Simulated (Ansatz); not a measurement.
Cost and result for the atomization energy of `N=C1N=C[SiH2]1` (9 atoms, 9 bonds).

| atom | x (Å) | y (Å) | z (Å) |
| --- | --- | --- | --- |
| N1 | -1.015 | -1.833 | -0.473 |
| C2 | -0.366 | -0.809 | -0.159 |
| N3 | 0.877 | -0.745 | 0.587 |
| C4 | 1.113 | 0.524 | 0.633 |
| Si5 | -0.410 | 1.084 | -0.331 |
| H6 | -0.544 | -2.672 | -0.124 |
| H7 | 1.998 | 0.904 | 1.138 |
| H8 | -1.451 | 1.853 | 0.399 |
| H9 | -0.201 | 1.695 | -1.670 |

Charge 0, multiplicity 1. The geometry is a stationary point of PBE0-D4/def2-TZVP. It is one conformer, not always the lowest. Program: Ansatz. All runs use 2 threads of an Arm Neoverse V1 on a shared host. Times are those of one run each, without the atoms' runs, and a repeat can differ threefold. Electronic energies, without spin–orbit coupling; frozen cores. CCSD(T)/CBS adds CCSD(T) − MP2 in def2-TZVPP to the MP2 limit, and its time is that of the two runs behind it. T1 = 0.015; the RHF reference is unstable towards UHF. B3LYP takes the VWN-RPA correlation (the form of Gaussian; ORCA's B3LYP/G). HSE06 is the plane-wave form, built on full-range PBE exchange.

CCSD(T)/CBS is a level of theory with its own doubt, some kJ/mol a heavy atom from the limit and from the frozen cores, so smaller differences don't rank the functionals.

```json
{"level": "LDA (SPW92)/def2-TZVPP", "functions": "222", "wall time": "1.6 s"}
{"level": "PBE-D4/def2-TZVPP (with forces)", "functions": "222", "wall time": "3.4 s"}
{"level": "HSE06-D4/def2-TZVPP", "functions": "222", "wall time": "4.1 s"}
{"level": "CAM-B3LYP-D4/def2-TZVPP", "functions": "222", "wall time": "4.4 s"}
{"level": "CCSD(T)/def2-SVP", "functions": "94", "wall time": "4.7 s"}
{"level": "B3LYP-D4/def2-TZVPP (with forces)", "functions": "222", "wall time": "6 s"}
{"level": "r2SCAN-D4/def2-TZVPP (with forces)", "functions": "222", "wall time": "7 s"}
{"level": "B2PLYP/def2-TZVPP", "functions": "222", "wall time": "7.5 s"}
{"level": "PBE-QIDH/def2-TZVPP", "functions": "222", "wall time": "7.5 s"}
{"level": "B97M-V/def2-TZVPP", "functions": "222", "wall time": "13 s"}
{"level": "MP2/def2-QZVPP", "functions": "418", "wall time": "29 s"}
{"level": "CCSD(T)/def2-TZVPP", "functions": "222", "wall time": "120 s"}
{"level": "CCSD(T)/CBS(def2)", "functions": "–", "wall time": "2.4 min"}
```

What atomization energy does each give, and how far from CCSD(T)/CBS? (Estimate.)

Computed: 
| level | atomization (kJ/mol) | difference from CCSD(T)/CBS | per bond |
| --- | --- | --- | --- |
| LDA (SPW92)/def2-TZVPP | 4079.1 | 614.6 | 68.3 |
| PBE-D4/def2-TZVPP (with forces) | 3624.2 | 159.7 | 17.7 |
| HSE06-D4/def2-TZVPP | 3508.8 | 44.3 | 4.9 |
| CAM-B3LYP-D4/def2-TZVPP | 3495.0 | 30.5 | 3.4 |
| CCSD(T)/def2-SVP | 3229.3 | -235.2 | -26.1 |
| B3LYP-D4/def2-TZVPP (with forces) | 3493.7 | 29.2 | 3.2 |
| r2SCAN-D4/def2-TZVPP (with forces) | 3471.7 | 7.2 | 0.8 |
| B2PLYP/def2-TZVPP | 3444.3 | -20.2 | -2.2 |
| PBE-QIDH/def2-TZVPP | 3439.4 | -25.1 | -2.8 |
| B97M-V/def2-TZVPP | 3484.4 | 19.9 | 2.2 |
| MP2/def2-QZVPP | 3497.8 | 33.3 | 3.7 |
| CCSD(T)/def2-TZVPP | 3346.6 | -117.9 | -13.1 |
| CCSD(T)/CBS(def2) | 3464.5 | 0.0 | 0.0 |

In def2-TZVPP, CCSD(T) changes the Hartree–Fock value by +1073.3 kJ/mol (the triples alone add +84.7 kJ/mol) and MP2 by +1154.1 kJ/mol; breaking electron pairs costs correlation energy, which Hartree–Fock lacks. At CCSD(T), def2-SVP lies −235.2 kJ/mol from the extrapolated value and def2-TZVPP −117.8 kJ/mol: correlation converges slowly with the basis, and small sets miss more of it in the bonded molecule than in its fragments. The D4 term adds +32.3 kJ/mol with B3LYP and +16.7 kJ/mol with PBE0; it sums over pairs of atoms, weighted by their polarisabilities, and B3LYP, whose exchange is more repulsive, gets the larger term.
